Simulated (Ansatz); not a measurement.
Mulliken charges of `CC1=CB1` from ωB97M-V/def2-TZVPP in Ansatz (PBE0-D4/def2-TZVP geometry).

| atom | x (Å) | y (Å) | z (Å) | charge (e) |
| --- | --- | --- | --- | --- |
| C1 | -0.022 | 0.990 | -0.883 | -0.274 |
| C2 | 0.009 | -0.062 | 0.150 | 0.083 |
| C3 | 0.066 | -1.404 | 0.277 | -0.110 |
| B4 | 0.016 | -0.621 | 1.512 | -0.273 |
| H5 | -0.017 | 0.589 | -1.899 | 0.105 |
| H6 | -0.910 | 1.614 | -0.752 | 0.117 |
| H7 | 0.839 | 1.652 | -0.760 | 0.117 |
| H8 | 0.112 | -2.281 | -0.355 | 0.145 |
| H9 | -0.004 | -0.524 | 2.691 | 0.089 |

Task: By hand: the dipole of these point charges (1 e Å = 4.8032 D).

Result: Σ q r = (0.001, 0.114, -0.377) e Å, of length 0.394 e Å = 1.89 D.

Task: How does the dipole of the full density compare? (Best estimate.)

Result: The calculation gave: (0.001, 0.097, -0.303) e Å, 1.53 D; the point charges give 1.24 times that, at 1° from its direction.

Point charges leave out the atoms' own dipoles, such as those of lone pairs, and Mulliken's split depends on the basis, so the two needn't agree.
